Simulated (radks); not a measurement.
Results of a calculation; reference values are marked as such.
The neodymium ion Nd2+, configuration [Xe] 4f4 (the NIST ground configuration). Code: a radial shooting solver on a logarithmic mesh with Libxc functionals. Model: Dirac Kohn-Sham, exchange-only B88, spin-unpolarised, spherical densities, finite nucleus; open shells are shared between the two j in proportion to 2j + 1; Fermi nuclear charge, rms radius 4.9123 fm.

X-ray form factor f0, the Fourier transform of the density (f0(0) = 58):

| sin(theta)/lambda (1/angstrom) | f0 (electrons) |
|---|---|
| 0.05 | 57.234 |
| 0.1 | 55.119 |
| 0.15 | 52.101 |
| 0.2 | 48.691 |
| 0.25 | 45.291 |
| 0.3 | 42.134 |
| 0.4 | 36.795 |
| 0.5 | 32.529 |
| 0.6 | 28.964 |
| 0.8 | 23.353 |
| 1 | 19.533 |
| 1.25 | 16.498 |
| 1.5 | 14.293 |
| 2 | 10.473 |
